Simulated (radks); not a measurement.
Results of a calculation; reference values are marked as such.
Q: The mean radii <r> (bohr) of the occupied orbitals of an atom or ion are listed with their occupations. Level of theory: Dirac Kohn-Sham, PBEsol, spin-unpolarised, spherical densities, point nucleus (a radial shooting solver on a logarithmic mesh with Libxc functionals).

orbital  occ.      <r>
1s1/2       2  0.02782
2s1/2       2   0.1195
2p1/2       2   0.1008
2p3/2       4   0.1064
3s1/2       2   0.3219
3p1/2       2   0.3122
3p3/2       4   0.3236
3d3/2       4   0.2945
3d5/2       6   0.2981
4s1/2       2   0.7608
4p1/2       2   0.7955
4p3/2       4   0.8232
4d3/2       4   0.9383
4d5/2       5   0.9490
5s1/2       2    1.827
4f5/2       1    1.981

Name the element and its charge. Open shells, if any, fill j = l - 1/2 first.

A: Z = 52, tellurium, charge +4: Te4+ in [Kr] 4d9 5s2 4f1. The 1s radius gives Z: for a bare nucleus <r> = (2 gamma + 1)/(2Z) with gamma = sqrt(1 - (Z/c)^2), 0.02741 bohr for Z = 52, and screening makes it slightly larger (0.02782 here). The occupations add up to 48, and the charge is Z minus that.
